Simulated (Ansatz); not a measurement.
F$_{2}$Ga$_{2}$H$_{4}$ (`[F+]1[GaH2-][F+][GaH2-]1`). Total charge 0; spin multiplicity 1.

```xyz
8

F     0.126   -0.749   -0.982
Ga    1.321   -0.464    0.523
F    -0.126    0.750    0.981
Ga   -1.321    0.464   -0.523
H     1.192   -1.701    1.451
H     2.501    0.405    0.011
H    -1.193    1.701   -1.451
H    -2.501   -0.405   -0.011
```

Q: What are the harmonic wavenumbers in cm⁻¹ at PBE0-D4/def2-TZVP (Ansatz, finite differences of forces, unscaled)? (Estimate.)

A: The calculation gave: 83, 216, 317, 399, 402, 428, 452, 475, 476, 531, 678, 693, 713, 732, 2036, 2041, 2049, 2053.

Q: Is this a minimum?

A: Yes, all 18 modes are real.

Q: Give the ideal-gas thermochemistry at 298.15 K and 1 bar (rigid rotor, harmonic oscillator; point group D2h, symmetry number 4).

A: Zero-point energy 88.4 kJ/mol; H(298) − E = 108.8 kJ/mol; entropy 335.6 J/(mol·K), of which translation 173.7, rotation 103.4, vibration 58.4; G(298) − E = 8.7 kJ/mol. Modes under 100 cm⁻¹ are hindered rotations or soft bends, so the harmonic entropy is rough.
